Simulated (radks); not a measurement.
In7+, configuration [Kr] 4d6. Method: non-relativistic Kohn-Sham, LB94 model potential, spin-polarised, spherical densities, point nucleus; open shells are filled with parallel spins first (spin-orbit coupling, left out, can overturn this in heavy ions); relativity is left out, which matters for an element this heavy; computed with a radial shooting solver on a logarithmic mesh with Libxc functionals.

Normalised radial functions P(r) = r R(r), r in bohr:

```
   r/bohr * 4d up (the largest magnitude, 1.03, reaches the edge; | marks zero)
   0.0022                             *
 0.003256                             *
 0.004781                             *
 0.007019                             *
  0.01031                             *
  0.01513                             *
  0.02239                             *
  0.03287                             |*
  0.04826                             | *
  0.07085                             |   *
    0.104                             |        *
   0.1527                             |             *
    0.226                             |              *
   0.3318                             |      *
   0.4872                   *         |
   0.7153   *                         |
     1.05  *                          |
    1.554              *              |
    2.282                         *   |
     3.35                             *
```

4d up: eigenvalue -135.95 eV, 1 radial node at r = 0.395 bohr, <r> = 1.01 bohr, 90 % of the charge inside 1.52 bohr.
